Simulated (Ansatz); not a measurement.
Reaction (isomerisation): `CB[SiH](C)N` → `BN(C)[SiH2]C`

Isolated molecules relaxed with PBE0-D4/def2-TZVP in Ansatz; ΔE leaves out vibrations. CCSD(T)/CBS adds triple-zeta CCSD(T) − MP2 to the extrapolated MP2 energy (def2 sets, frozen cores). DFT in def2-TZVPP. Each species was taken in one conformer, which may not be the lowest.

**Question.** Is it downhill or uphill in electronic energy at CCSD(T)/CBS, and by how much? (An estimate is asked.)

**Answer.** The calculation gave: Downhill: ΔE = -20.7 kcal/mol.

**Question.** What do these levels give: revPBE-D4, r2SCANh-D4, BLYP, PBE0, r2SCANh, BHLYP? (Best estimate.)

**Answer.** Ansatz gave: revPBE-D4 -19.4, r2SCANh-D4 -19.3, BLYP -20.2, PBE0 -18.5, r2SCANh -19.2, BHLYP -21.2 kcal/mol.

**Question.** What do rigid-rotor, harmonic-oscillator terms from PBE0-D4/def2-TZVP frequencies (298.15 K, 1 bar) make of the CCSD(T)/CBS value? (Best estimate.)

**Answer.** Ansatz gave: ΔZPE = +0.4 kcal/mol, ΔH = -21.1 kcal/mol, ΔS = -27 J/(mol·K), ΔG = -19.2 kcal/mol. Modes under 50 cm⁻¹ make the entropy rough.

Largest T1 diagnostic among the species: 0.012.

Leaving LDA and LC-ωPBE aside and taking each functional with its dispersion term where it has one, the values, not all of them listed here, spread over 4.2 kcal/mol, from CAM-B3LYP-D4 to B97M-V. LDA lies −3.1 kcal/mol from PBE without D4. The D4 term adds −0.9 kcal/mol with B3LYP and −0.4 kcal/mol with PBE0; it sums over pairs of atoms, weighted by their polarisabilities, and B3LYP, whose exchange is more repulsive, gets the larger term. At CCSD(T), def2-SVP lies −7.0 kcal/mol from the extrapolated value and def2-TZVPP −1.1 kcal/mol.

B3LYP here is the variant with VWN-RPA as its local correlation; programs differ in this.
